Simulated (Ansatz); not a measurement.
Reaction (cleavage of the Ge–Si bond): `Cl[Si](Cl)(Cl)[GeH3]` + `N[SiH2][SiH3]` → `[SiH3][SiH2][NH][GeH3]` + `Cl[SiH](Cl)Cl`

Computed with Ansatz on PBE0-D4/def2-TZVP structures; ΔE is electronic, products minus reactants. CCSD(T)/CBS is the MP2 limit (def2-TZVPP, def2-QZVPP) plus CCSD(T) − MP2 in def2-TZVPP, frozen cores. This one scheme is used for every species. Functionals use def2-TZVPP. For Ge outer-core shells are correlated without core-valence functions, which leaves a few kJ/mol of doubt a bond. Scalar relativity is left out up to krypton. One conformer a species, not always the lowest.

`Cl[Si](Cl)(Cl)[GeH3]`:

Cartesian coordinates in Å:
```
Cl -0.524 -1.698 -1.954
Si 0.627 -0.547 -0.718
Cl 1.940 -1.773 0.254
Cl 1.702 0.749 -1.875
Ge -0.726 0.633 0.831
H -1.510 -0.381 1.673
H 0.182 1.480 1.732
H -1.692 1.537 0.055
```

`N[SiH2][SiH3]`:

Z-matrix (Å, degrees):
```
Si
Si 1 2.341
N 1 1.724 2 108.6
H 1 1.497 2 108.1 3 -126.1
H 1 1.488 2 110.7 3 117.7
H 2 1.489 1 110.3 3 173.7
H 2 1.491 1 110.1 3 54.6
H 2 1.488 1 111.4 3 -65.4
H 3 1.008 1 119.6 2 167.4
H 3 1.007 1 119.6 2 -50.6
```

`[SiH3][SiH2][NH][GeH3]`:

```xyz
13

Si   -1.218    0.125   -2.267
Si   -0.772   -0.522   -0.060
N     0.835   -0.079    0.375
Ge    1.445    0.353    2.057
H    -1.213    1.607   -2.402
H    -2.539   -0.392   -2.719
H    -0.170   -0.424   -3.175
H    -1.689    0.174    0.885
H    -1.059   -1.985    0.064
H     1.565   -0.297   -0.287
H     1.899   -0.897    2.840
H     2.638    1.310    1.901
H     0.277    1.027    2.788
```

`Cl[SiH](Cl)Cl`:

Cartesian coordinates in Å:
```
Cl 0.474 0.463 1.882
Si -0.109 0.023 -0.012
Cl 0.963 1.138 -1.326
Cl 0.210 -1.948 -0.378
H -1.538 0.324 -0.166
```

| level | ΔE (kcal/mol) |
| --- | --- |
| PBE0-D4 | 4.7 |
| CAM-B3LYP | 1.3 |

(1) What does CCSD(T)/CBS give? (An estimate is asked.)

Largest T1 diagnostic among the species: 0.012.

Answers

(1) Ansatz gave: +1.7 kcal/mol. The listed levels differ from it by 3.0, -0.4 kcal/mol.

From BLYP to BHLYP (50 % exact exchange), in def2-TZVPP and without D4, ΔE moves by −2.7 kcal/mol. Leaving LDA and LC-ωPBE aside and taking each functional with its dispersion term where it has one, the values, not all of them listed here, spread over 4.7 kcal/mol, from B2PLYP to PBE-D4.
